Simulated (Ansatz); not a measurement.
Reaction (cleavage of the Ge–B bond): `[BH2][GeH2][SiH3]` + CH₃NH₂ → `C[NH][GeH2][SiH3]` + BH₃

Gas-phase electronic energies from Ansatz, PBE0-D4/def2-TZVP geometries. CBS: MP2 limit from def2 TZ/QZ plus the TZ coupled-cluster correction, frozen cores. This one scheme is used for every species. DFT in def2-TZVPP. For Ge outer-core shells are correlated without core-valence functions, which leaves a few kJ/mol of doubt a bond. Scalar relativity is left out up to krypton. Each species was taken in one conformer, which may not be the lowest.

CCSD(T)/CBS gives +1.9 kcal/mol.

Q: Another level gave +5.2 kcal/mol. Which?
A. r2SCAN-D4/def2-TZVPP
B. HF/def2-TZVPP
C. PBE/def2-TZVPP
D. CCSD(T)/def2-TZVPP

A: C. PBE 5.2, CCSD(T)/def2-TZVPP 1.0, HF/def2-TZVPP -1.0, r2SCAN-D4 3.0 kcal/mol.

Largest T1 diagnostic among the species: 0.013.

From PBE to PBE0 (25 % exact exchange), in def2-TZVPP and without D4, ΔE moves by −0.8 kcal/mol. In def2-TZVPP, CCSD(T) changes the Hartree–Fock value by +2.0 kcal/mol (the triples alone add −0.1 kcal/mol) and MP2 by +0.7 kcal/mol.
